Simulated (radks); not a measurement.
Results of a calculation; reference values are marked as such.
Question: Coherent X-ray form factor from a spherical all-electron density. Code: a radial shooting solver on a logarithmic mesh with Libxc functionals. Model: Dirac Kohn-Sham, PBE, spin-unpolarised, spherical densities, point nucleus.

sin(theta)/lambda (1/angstrom)  f0 (electrons)
0.05                                    40.789
0.1                                     40.169
0.15                                    39.178
0.2                                     37.871
0.25                                    36.320
0.3                                     34.601
0.4                                     30.964
0.5                                     27.469
0.6                                     24.424
0.8                                     19.940
1                                       16.986
1.25                                    14.151
1.5                                     11.659
2                                        7.914

The species is in the configuration that NIST lists as its ground one. Which atom or ion scatters so?

Answer: The tellurium ion Te11+, [Kr] 4d5. Extrapolating in s^2 from the first two rows gives f0(0) = 41.0, near the electron count 41; among species with that count, the fall with angle is slower the higher Z, and the table is that of Z = 52; from so few rows the species is fixed only to a neighbour or two.
